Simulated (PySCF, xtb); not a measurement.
B(AsH2)(H)(Me) (CH₆AsB), SMILES CB[AsH2].

Harmonic wavenumbers (cm⁻¹) from GFN2-xTB run with xtb 6.7.1 at its own minimum, in rising order: 60, 149, 227, 462, 526, 621, 690, 800, 861, 1003, 1017, 1101, 1379, 1473, 1488, 1900, 1909, 2584, 2972, 2995, 3007.

### Question
What does r2SCAN-D4/def2-SVP (PySCF 2.14.0) give at its own minimum? (An estimate is asked for; the answer gives what the named calculation found.)

### Answer
85, 202, 248, 430, 550, 626, 677, 826, 866, 1002, 1033, 1125, 1293, 1416, 1434, 2227, 2251, 2584, 3009, 3087, 3138. Paired by order, the mean absolute difference is 65 cm⁻¹ and the zero-point energies are 38.9 and 40.2 kcal/mol.
